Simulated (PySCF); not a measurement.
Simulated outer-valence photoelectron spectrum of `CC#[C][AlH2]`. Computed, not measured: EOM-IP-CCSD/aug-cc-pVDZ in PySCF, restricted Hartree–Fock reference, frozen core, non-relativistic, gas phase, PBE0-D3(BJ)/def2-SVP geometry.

Each root has a Gaussian of 0.6 eV full width with its one-hole share as area; cross sections and vibrations are left out, and the highest printed point is 100.

```json
{"ionisation energy (eV)": "9.2", "intensity": "1"}
{"ionisation energy (eV)": "9.4", "intensity": "5"}
{"ionisation energy (eV)": "9.6", "intensity": "20"}
{"ionisation energy (eV)": "9.8", "intensity": "47"}
{"ionisation energy (eV)": "10.0", "intensity": "66"}
{"ionisation energy (eV)": "10.2", "intensity": "60"}
{"ionisation energy (eV)": "10.4", "intensity": "35"}
{"ionisation energy (eV)": "10.6", "intensity": "13"}
{"ionisation energy (eV)": "10.8", "intensity": "7"}
{"ionisation energy (eV)": "11.0", "intensity": "18"}
{"ionisation energy (eV)": "11.2", "intensity": "35"}
{"ionisation energy (eV)": "11.4", "intensity": "39"}
{"ionisation energy (eV)": "11.6", "intensity": "34"}
{"ionisation energy (eV)": "11.8", "intensity": "37"}
{"ionisation energy (eV)": "12.0", "intensity": "39"}
{"ionisation energy (eV)": "12.2", "intensity": "25"}
{"ionisation energy (eV)": "12.4", "intensity": "9"}
{"ionisation energy (eV)": "12.6", "intensity": "2"}
{"ionisation energy (eV)": "12.8", "intensity": "0"}
{"ionisation energy (eV)": "13.0", "intensity": "0"}
{"ionisation energy (eV)": "13.2", "intensity": "0"}
{"ionisation energy (eV)": "13.4", "intensity": "0"}
{"ionisation energy (eV)": "13.6", "intensity": "0"}
{"ionisation energy (eV)": "13.8", "intensity": "0"}
{"ionisation energy (eV)": "14.0", "intensity": "0"}
{"ionisation energy (eV)": "14.2", "intensity": "3"}
{"ionisation energy (eV)": "14.4", "intensity": "15"}
{"ionisation energy (eV)": "14.6", "intensity": "45"}
{"ionisation energy (eV)": "14.8", "intensity": "83"}
{"ionisation energy (eV)": "15.0", "intensity": "100"}
{"ionisation energy (eV)": "15.2", "intensity": "76"}
{"ionisation energy (eV)": "15.4", "intensity": "34"}
{"ionisation energy (eV)": "15.6", "intensity": "12"}
{"ionisation energy (eV)": "15.8", "intensity": "16"}
{"ionisation energy (eV)": "16.0", "intensity": "31"}
{"ionisation energy (eV)": "16.2", "intensity": "36"}
{"ionisation energy (eV)": "16.4", "intensity": "23"}
{"ionisation energy (eV)": "16.6", "intensity": "8"}
{"ionisation energy (eV)": "16.8", "intensity": "1"}
{"ionisation energy (eV)": "17.0", "intensity": "0"}
```

Q: Where are the maxima, and how many lines lie under the curve?

A: 5 maxima, at 10.1, 11.4, 11.9, 15.0 and 16.2 eV, from 8 lines. At this width some lines have no maximum of their own.

Q: List the lines with their holes.

A: 
```tsv
E (eV)	leading hole (HF orbital)	area	Koopmans (eV)
9.92	HOMO	0.96	10.08
10.20	HOMO-1	0.96	10.28
11.32	HOMO-2	0.94	11.79
11.97	HOMO-3	0.93	13.04
14.77	HOMO-6	0.92	16.21
15.05	HOMO-4	0.95	16.10
15.07	HOMO-5	0.95	16.13
16.15	HOMO-7	0.91	18.10
```

The widest gap, 2.80 eV, lies between 11.97 and 14.77 eV. Only orbitals with −ε under 21 eV, eight at most, were ionised, so the high end of the curve may lack lines.
